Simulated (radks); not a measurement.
Values are calculated unless marked as measured or tabulated.
Polarisability of the bromine ion Br2+, [Ar] 3d10 4s2 4p3, at imaginary frequency. Level of theory: scalar-relativistic Kohn-Sham, LB94 model potential, spin-unpolarised, spherical densities, finite nucleus; Fermi nuclear charge, rms radius 4.1629 fm (a radial shooting solver on a logarithmic mesh with Libxc functionals). Response by self-consistent Sternheimer equations with the Hartree and adiabatic LDA kernel, the relativistic mass of each level held fixed and spin-orbit coupling left out.

w (hartree),alpha1(iw) (bohr^3)
0.00266,8.043
0.0143,8.040
0.0360,8.024
0.0697,7.973
0.118,7.845
0.186,7.571
0.280,7.051
0.413,6.178
0.605,4.928
0.892,3.469
1.35,2.123
2.12,1.141
3.59,0.5474
6.94,0.2238
17.5,0.05706

Static values: alpha1 = 8.043 bohr^3 (1.192 angstrom^3; uncoupled 12.66). C6 = 38.42, triple-dipole C9 = 224.4 atomic units. One-pole (London) frequency 4 C6 / (3 alpha1^2) = 0.792 hartree, against 1.263 for minus the highest occupied eigenvalue.
